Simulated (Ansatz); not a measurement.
Total energies of `COc1ccc(-c2ccc(/C=C/c3ccc(/C=C/c4ccc(/C=C/c5ccc(C(F)=C(F)F)cc5)cc4)cc3)cc2)cc1` from Ansatz at PBE-D4/def2-SVP, gas phase (1 Eh = 27.2114 eV = 2625.5 kJ/mol). The reference geometry is relaxed at r2SCAN-D4/def2-SVP.

| state | geometry | energy (Eh) |
| --- | --- | --- |
| charge 0 singlet | reference | -1874.79040 |
| charge 1 doublet | reference | -1874.57567 |
| charge -1 doublet | reference | -1874.85339 |
| free C atom (triplet) | – | -37.75124 |
| free O atom (triplet) | – | -74.91467 |
| free F atom (doublet) | – | -99.53976 |
| free H atom (doublet) | – | -0.49863 |

Single mean-field runs in def2-SVP are fitted with def2-universal-jkfit.

Work out the vertical ionisation energy to the doublet.

E(charge 1 doublet) − E(charge 0 singlet) = -1874.57567 − (-1874.79040) = 0.21473 Eh = 5.84 eV. For comparison, −ε of the highest occupied level is 4.61 eV at this level, 1.23 eV less.

Work out the vertical electron affinity, to the doublet.

E(charge 0 singlet) − E(charge -1 doublet) = -1874.79040 − (-1874.85339) = 0.06299 Eh = 1.71 eV. The basis lacks diffuse functions, which makes affinities too small.

Give the fundamental gap IE − EA, the Mulliken electronegativity (IE + EA)/2 and the hardness (IE − EA)/2.

From the values in Eh: IE − EA = 0.21473 − 0.06299 = 0.15174 Eh = 4.13 eV; (IE + EA)/2 = 3.78 eV; (IE − EA)/2 = 2.06 eV. The HOMO–LUMO gap of the same run is 1.70 eV, 2.43 eV smaller than the fundamental gap.

What is the binding energy per atom against free atoms?

Atoms: 39 × (-37.75124) + 1 × (-74.91467) + 3 × (-99.53976) + 29 × (-0.49863) = -1860.29258 Eh. Binding: -1860.29258 − (-1874.79040) = 14.49782 Eh = 394.51 eV, or 5.48 eV for each of 72 atoms (no zero-point energy, no counterpoise term).
